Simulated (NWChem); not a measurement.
System: H2PO3, doublet; SMILES O=[P](O)O

Here is an NWChem input.

```
start job
memory heap 200 mb stack 900 mb global 1100 mb
geometry units angstroms noautoz
  O      0.760631    -1.357583     0.282526
  P      0.120055    -0.157889    -0.320148
  O     -1.417506     0.170007     0.153010
  O      0.799567     1.260435     0.080210
  H     -1.956216    -0.632250     0.194155
  H      0.152342     1.979614     0.081580
end
basis spherical
  O library pcseg-2
  P library pcseg-2
  H library pcseg-2
end
dft
  odft
  mult 2
  xc b3lyp
  iterations 150
  mulliken
end
task dft energy
```

Excerpt of the output:

```
             Northwest Computational Chemistry Package (NWChem) 7.3.0
             --------------------------------------------------------

 C1  symmetry detected

                             Geometry "geometry" -> ""
                             -------------------------

 Output coordinates in angstroms (scale by  1.889725989 to convert to a.u.)

  No.       Tag          Charge          X              Y              Z
 ---- ---------------- ---------- -------------- -------------- --------------
    1 O                    8.0000     0.05109099    -1.54175942     0.23879971
    2 P                   15.0000     0.02740527    -0.16160974    -0.31567762
    3 O                    8.0000    -1.22027668     0.79721625     0.15275654
    4 O                    8.0000     1.25150230     0.79255561     0.15847529
    5 H                    1.0000    -2.05950341     0.31637527     0.14990771
    6 H                    1.0000     0.98989153     1.72367136     0.18500419

 Effective nuclear repulsion energy (a.u.)     181.7730540119

                                 NWChem DFT Module
                                 -----------------

 Summary of "ao basis" -> "ao basis" (spherical)
 ------------------------------------------------------------------------------
       Tag                 Description            Shells   Functions and Types
 ---------------- ------------------------------  ------  ---------------------
 O                          pcseg-2                 10       30   4s3p2d1f
 P                          pcseg-2                 12       34   5s4p2d1f
 H                          pcseg-2                  6       14   3s2p1d

            General Information
            -------------------
          SCF calculation type: DFT
          Wavefunction type:  spin polarized.
          No. of atoms     :     6
          No. of electrons :    41
           Alpha electrons :    21
            Beta electrons :    20
          Charge           :     0
          Spin multiplicity:     2
          Use of symmetry is: off; symmetry adaption is: off
          Maximum number of iterations: 150
          AO basis - number of functions:   152
                     number of shells:    54
          Convergence on energy requested:  1.00D-06
          Convergence on density requested:  1.00D-05
          Convergence on gradient requested:  5.00D-04

              XC Information
              --------------
                         B3LYP Method XC Potential
                     Hartree-Fock (Exact) Exchange  0.200
                        Slater Exchange Functional  0.800 local
                    Becke 1988 Exchange Functional  0.720 non-local
              Lee-Yang-Parr Correlation Functional  0.810
                  VWN I RPA Correlation Functional  0.190 local

             Grid Information
             ----------------
          Grid used for XC integration:  medium
          Radial quadrature: Mura-Knowles
          Angular quadrature: Lebedev.
          Tag              B.-S. Rad. Rad. Pts. Rad. Cut. Ang. Pts.
          ---              ---------- --------- --------- ---------
          O                   0.60       49          11.0       434
          P                   1.00       88           9.0       590
          H                   0.35       45          11.0       434
          Grid pruning is: on
          Number of quadrature shells:   325
          Spatial weights used:  Erf1

      Superposition of Atomic Density Guess
      -------------------------------------

 Sum of atomic energies:        -565.99020225

      Non-variational initial energy
      ------------------------------

 Total energy =    -567.191770
 1-e energy   =   -1143.334093
 2-e energy   =     394.369268
 HOMO         =      -0.194928
 LUMO         =       0.054885

     ---------------------------------------------
      Total Density - Mulliken Population Analysis
     ---------------------------------------------

    Atom       Charge   Shell Charges
 -----------   ------   -------------------------------------------------------
    1 O    8     9.00   2.00  0.65  0.93  0.28  2.14  2.31  0.67  0.00  0.02  0.00
    2 P   15    13.39   2.01  0.43  1.55  0.78  0.61  5.91  0.49  1.02  0.21  0.02  0.31  0.05
    3 O    8     8.64   2.00  0.64  0.86  0.23  2.07  2.21  0.63  0.00  0.01  0.00
    4 O    8     8.64   2.00  0.63  0.86  0.22  2.08  2.22  0.62  0.00  0.01  0.00
    5 H    1     0.67   0.32  0.24  0.03  0.02  0.06  0.01
    6 H    1     0.66   0.31  0.24  0.03  0.02  0.06  0.01

     --------------------------------------------
      Spin Density - Mulliken Population Analysis
     --------------------------------------------

    Atom       Charge   Shell Charges
 -----------   ------   -------------------------------------------------------
    1 O    8     0.09   0.00  0.00  0.00 -0.02  0.07  0.05 -0.02  0.00 -0.00  0.00
    2 P   15     0.73   0.00  0.00 -0.01  0.09  0.32  0.00  0.06  0.16  0.08  0.00  0.02  0.00
    3 O    8     0.07   0.00  0.00  0.00 -0.01  0.05  0.04 -0.01  0.00  0.00  0.00
    4 O    8     0.07   0.00  0.00  0.00 -0.02  0.05  0.04 -0.01  0.00  0.00  0.00
    5 H    1     0.02   0.00 -0.00  0.02  0.00  0.00  0.00
    6 H    1     0.02   0.00  0.00  0.02  0.00  0.00  0.00

   convergence    iter        energy       DeltaE   RMS-Dens  Diis-err
 ---------------- ----- ----------------- --------- --------- ---------
 d= 0,ls=0.0,diis     1   -568.2574435072 -7.50D+02  6.40D-03  3.90D-01
                                                     6.22D-03  3.87D-01
 d= 0,ls=0.0,diis     2   -567.7932366459  4.64D-01  4.78D-03  1.58D+00
                                                     4.85D-03  1.42D+00
 d= 0,ls=0.0,diis     3   -568.3796752446 -5.86D-01  1.18D-03  8.02D-02
                                                     1.14D-03  8.12D-02
 d= 0,ls=0.0,diis     4   -568.4000753569 -2.04D-02  4.74D-04  2.95D-02
                                                     4.33D-04  2.87D-02
 d= 0,ls=0.0,diis     5   -568.4100189159 -9.94D-03  1.30D-04  4.36D-04
                                                     7.92D-05  4.10D-04
  Resetting Diis
 d= 0,ls=0.0,diis     6   -568.4101805566 -1.62D-04  3.20D-05  3.34D-05
                                                     2.74D-05  3.35D-05
 d= 0,ls=0.0,diis     7   -568.4101958838 -1.53D-05  2.60D-05  6.45D-06
                                                     1.40D-05  3.57D-06
 d= 0,ls=0.0,diis     8   -568.4101930708  2.81D-06  1.20D-05  1.36D-05
                                                     1.33D-05  1.62D-05
 d= 0,ls=0.0,diis     9   -568.4101985152 -5.44D-06  4.30D-06  1.04D-06
                                                     2.72D-06  4.95D-07
 d= 0,ls=0.0,diis    10   -568.4101988289 -3.14D-07  2.00D-06  9.83D-08
                                                     3.16D-06  1.55D-07

         Total DFT energy =     -568.410198828886
      One electron energy =    -1145.350663608542
           Coulomb energy =      445.064162315338
    Exchange-Corr. energy =      -49.896751547626
 Nuclear repulsion energy =      181.773054011944

 Numeric. integr. density =       40.999998865064

                    DFT Final Alpha Molecular Orbital Analysis
                    ------------------------------------------

 Vector   19  Occ=1.000000D+00  E=-3.515699D-01
              MO Center=  9.0D-02, -9.1D-01,  1.1D-01, r^2= 2.1D+00
   Bfn.  Coefficient  Atom+Function         Bfn.  Coefficient  Atom+Function
  ----- ------------  ---------------      ----- ------------  ---------------
     7      0.306767  1 O  pz                10      0.261962  1 O  pz
     6      0.256071  1 O  py                 9      0.212331  1 O  py
   101     -0.176613  4 O  pz               104     -0.150690  4 O  pz
    71     -0.146525  3 O  pz                13      0.145332  1 O  pz
    44      0.134963  2 P  pz                74     -0.124814  3 O  pz

 Vector   20  Occ=1.000000D+00  E=-3.386350D-01
              MO Center= -5.7D-02, -1.1D+00,  1.6D-01, r^2= 1.6D+00
   Bfn.  Coefficient  Atom+Function         Bfn.  Coefficient  Atom+Function
  ----- ------------  ---------------      ----- ------------  ---------------
     5      0.431577  1 O  px                 8      0.365575  1 O  px
    11      0.216765  1 O  px                70     -0.172095  3 O  py
    73     -0.149179  3 O  py                53     -0.109307  2 P  d -2
    42      0.100444  2 P  px                76     -0.090540  3 O  py
    98     -0.084584  4 O  s                 45      0.071740  2 P  px

 Vector   21  Occ=1.000000D+00  E=-2.588972D-01
              MO Center=  1.8D-02, -2.3D-01, -4.4D-01, r^2= 2.4D+00
   Bfn.  Coefficient  Atom+Function         Bfn.  Coefficient  Atom+Function
  ----- ------------  ---------------      ----- ------------  ---------------
    35      0.773349  2 P  s                 44     -0.298723  2 P  pz
     7      0.266991  1 O  pz                10      0.220280  1 O  pz
    34      0.221310  2 P  s                 13      0.206730  1 O  pz
    33     -0.187462  2 P  s                 47     -0.169899  2 P  pz
   101      0.169981  4 O  pz                71      0.165464  3 O  pz

 Vector   22  Occ=0.000000D+00  E=-1.064637D-02
              MO Center= -1.1D+00,  8.2D-01,  1.8D-01, r^2= 6.4D+00
   Bfn.  Coefficient  Atom+Function         Bfn.  Coefficient  Atom+Function
  ----- ------------  ---------------      ----- ------------  ---------------
   127      1.055565  5 H  s                141      0.815500  6 H  s
    35     -0.516728  2 P  s                 68     -0.459187  3 O  s
    98     -0.240624  4 O  s                 75      0.232605  3 O  px
   106     -0.208412  4 O  py               126      0.147774  5 H  s
    44      0.143325  2 P  pz                46     -0.132276  2 P  py

[...]
```

Level: B3LYP/pcseg-2, spin-unrestricted. Coordinates come from a PBE0/def2-SVP, spin-unrestricted optimisation. No stability test was run on the SCF state. B3LYP is NWChem's, with the RPA form of VWN correlation.
